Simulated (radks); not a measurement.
The carbon ion C2+ inside a hard spherical wall (all orbitals vanish at R), configuration held at [He] 2s2 and not refilled when levels cross. Method: non-relativistic Kohn-Sham, PBEsol, spin-polarised, spherical densities, point nucleus; computed with a radial shooting solver on a logarithmic mesh with Libxc functionals. Eigenvalues in eV for spin up, with the zero of energy where the potential of the charges vanishes at infinity; a dash marks a level that is unbound or too diffuse for the functional's potential to be trusted. A positive occupied level is held by the wall or, in an anion where self-interaction has pushed it up, behind a barrier. The pressure on the wall is -dE/dV.

R (bohr)	E (hartree)	kinetic (hartree)	e(1s)	e(2s)	e(2p, empty)	e(3s, empty)	pressure (GPa)
free	-36.29753	36.195	-306.99	-40.160	-31.578	-	0
15	-36.29753	36.195	-306.99	-40.160	-31.578	-	< 0.0001
10	-36.29753	36.195	-306.99	-40.160	-31.578	-	< 0.0001
7	-36.29753	36.195	-306.99	-40.160	-31.578	-11.434	0.000120
6	-36.29752	36.196	-306.99	-40.159	-31.577	-10.721	0.00336
5	-36.29720	36.200	-306.97	-40.144	-31.555	-8.574	0.0900
4	-36.29197	36.250	-306.72	-39.956	-31.319	-1.939	2.22
2.5	-36.03101	37.563	-301.64	-34.369	-25.714	49.365	246
1.5	-33.00202	46.187	-280.42	14.541	11.487	271.80	9230
